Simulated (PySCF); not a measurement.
Isomers of C8H9B. Theory: PBE0-D3(BJ)/def2-SVP geometry optimisation, gas phase (PySCF 2.14.0). Energies are electronic, without zero-point or thermal terms, for one conformer each. No frequencies were run at this level. Point groups hold within 0.08 Å.

Question: Rank from lowest to highest electronic energy at this level (kcal/mol).
A. `C#C/C=C/C#CB(C)C`
B. `C#C/C=C\C#CB(C)C`
C. `[BH2:1][C:2]1=[CH:3][C@@H:4]2[C@@H:5]3[CH:6]=[CH:7][C@H:8]1[C@H:9]23` with H–B1–C2–C3 -13° and 168°, C2–C3–C4–C5 54°, C3–C4–C5–C6 1°, C4–C5–C6–C7 -56°, C6–C7–C8–C9 -16°
D. `[BH2:1][CH2:2][CH:3]1[c:4]2[cH:5][cH:6][cH:7][cH:8][c:9]21` with H–B1–C2–C3 -167° and 17°, B1–C2–C3–C4 163°

Answer: C (0.0), D (19.6), A (33.1), B (33.5).

As drawn, the lowest has a three-membered ring, which the highest lacks; the highest has a C≡C bond, which the lowest lacks. Neighbours under 2.5 kcal/mol apart (C#C/C=C/C#CB(C)C and C#C/C=C\C#CB(C)C) can change places with a better method, another conformer or zero-point energy. C#C/C=C/C#CB(C)C and C#C/C=C\C#CB(C)C are stereoisomers, 0.4 kcal/mol apart in the conformers taken.

```tsv
SMILES	E (Eh)	E rel (kcal/mol)	dipole (D)	point group	A, B, C (MHz)
BC1=C[C@@H]2[C@@H]3C=C[C@H]1[C@H]23	-334.39887	0.0	2.22	C1	3080, 1913, 1518
BCC1c2ccccc21	-334.36756	19.6	0.66	C1	4344, 1050, 899.4
C#C/C=C/C#CB(C)C	-334.34609	33.1	0.35	C1	6293, 473.4, 445.6
C#C/C=C\C#CB(C)C	-334.34552	33.5	0.59	near Cs	2883, 741.3, 594.1
```

Q: How do the relative energies change in single points at HF/pcSseg-1 (no added dispersion term) on the same geometries?

A: 
```json
{"SMILES": "BC1=C[C@@H]2[C@@H]3C=C[C@H]1[C@H]23", "PBE0-D3(BJ)/def2-SVP (kcal/mol)": "0.0", "HF/pcSseg-1 (kcal/mol)": "0.0", "shift": "0.0"}
{"SMILES": "BCC1c2ccccc21", "PBE0-D3(BJ)/def2-SVP (kcal/mol)": "19.6", "HF/pcSseg-1 (kcal/mol)": "15.9", "shift": "-3.7"}
{"SMILES": "C#C/C=C/C#CB(C)C", "PBE0-D3(BJ)/def2-SVP (kcal/mol)": "33.1", "HF/pcSseg-1 (kcal/mol)": "6.9", "shift": "-26.2"}
{"SMILES": "C#C/C=C\\C#CB(C)C", "PBE0-D3(BJ)/def2-SVP (kcal/mol)": "33.5", "HF/pcSseg-1 (kcal/mol)": "7.7", "shift": "-25.8"}
```

Each column counts from its own lowest isomer. The lowest isomer stays, but the order above it changes; the largest shift is 26.2 kcal/mol.
